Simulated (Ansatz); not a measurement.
All numbers were calculated with Ansatz.

A structure relaxed at PBE0-D4/def2-TZVP, charge 0, multiplicity 1:

Cartesian coordinates in Å:
```
B 1.049 -0.421 1.503
C 0.388 0.076 0.174
C 0.957 0.971 -0.858
C -0.841 -0.480 0.141
B -2.006 -0.449 -0.812
Cl -0.920 -1.449 1.674
H 1.061 0.308 2.454
H 1.829 -1.329 1.460
H 0.273 1.150 -1.687
H 1.886 0.541 -1.247
H 1.230 1.929 -0.405
H -3.010 -1.054 -0.590
H -1.896 0.206 -1.806
```

Q: Give its formula and SMILES.

A: C3H7B2Cl, `B/C(C)=C(/B)Cl`.

Q: Point group (tolerance 0.08 Å, 0.16 Å for H)?

A: Cs.

Q: Summarise the bond lengths by kind.

A: 2 × B–C 1.506 to 1.565 Å; 4 × B–H 1.192 to 1.198 Å; 2 × C–C 1.349 to 1.480 Å; 3 × C–H 1.090 to 1.095 Å; 1 × C–Cl 1.816 Å.
